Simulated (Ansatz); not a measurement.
Calculated with Ansatz (gas phase, PBE0-D4/def2-TZVP geometries, no zero-point term in ΔE). CBS: MP2 limit from def2 TZ/QZ plus the TZ coupled-cluster correction, frozen cores. This one scheme is used for every species. Functionals use def2-TZVPP. B3LYP here is the variant with VWN-RPA as its local correlation; programs differ in this. HSE06 is defined as in plane-wave codes. Each species was taken in one conformer, which may not be the lowest.

`FC(F)[C@H]1O[C@H]1F` → `F[C]F` + `FC1CO1`  (formal loss of a carbene)

```csv
level,ΔE (kcal/mol),difference from CCSD(T)/CBS
LDA (SPW92),73.2,12.7
revPBE-D4,59.1,-1.4
BLYP-D4,55.9,-4.6
r2SCAN-D4,63.3,2.8
B97M-V,59.7,-0.8
PBE0-D4,64.7,4.2
B3LYP-D4,59.6,-0.9
r2SCANh-D4,64.1,3.6
r2SCAN0-D4,65.3,4.8
HSE06-D4,64.6,4.1
BHLYP-D4,62.4,1.9
CAM-B3LYP-D4,61.9,1.4
ωB97X-V,61.6,1.1
ωB97M-V,59.3,-1.2
B2PLYP,59.0,-1.5
PBE-QIDH,65.4,4.9
PBE,59.8,-0.7
revPBE,54.1,-6.4
BLYP,52.3,-8.2
PBE0,63.3,2.8
B3LYP,57.0,-3.5
r2SCANh,63.6,3.1
r2SCAN0,64.8,4.3
HSE06,63.2,2.7
BHLYP,60.6,0.1
CAM-B3LYP,60.4,-0.1
LC-ωPBE,63.3,2.8
RPA@PBE/def2-TZVPP,55.2,-5.3
HF/def2-SVP,58.6,-1.9
MP2/def2-SVP,65.9,5.4
CCSD(T)/def2-SVP,61.4,0.9
MP2/def2-TZVPP,64.0,3.5
CCSD/def2-TZVPP,59.4,-1.1
CCSD(T)/def2-TZVPP,59.4,-1.1
HF/def2-QZVPP,52.8,-7.7
MP2/def2-QZVPP,64.5,4.0
SCS-MP2/def2-QZVPP,61.7,1.2
HF/CBS(def2),52.8,-7.7
MP2/CBS(def2),65.1,4.6
CCSD/CBS(def2),60.6,0.1
CCSD(T)/CBS,60.5,0
```

(1) What do rigid-rotor, harmonic-oscillator terms from PBE0-D4/def2-TZVP frequencies (298.15 K, 1 bar) make of the CCSD(T)/CBS value? (Best estimate.)

Largest T1 diagnostic among the species: 0.017.

Results:

(1) The calculation gave: ΔZPE = -4.1 kcal/mol, ΔH = +57.3 kcal/mol, ΔS = 171 J/(mol·K), ΔG = +45.1 kcal/mol.

From BLYP to BHLYP (50 % exact exchange), in def2-TZVPP and without D4, ΔE moves by +8.2 kcal/mol. At CCSD(T), def2-SVP lies +0.9 kcal/mol from the extrapolated value and def2-TZVPP −1.1 kcal/mol. Leaving LDA and LC-ωPBE aside and taking each functional with its dispersion term where it has one, the values spread over 9.4 kcal/mol, from BLYP-D4 to PBE-QIDH. LDA lies +13.4 kcal/mol from PBE without D4.
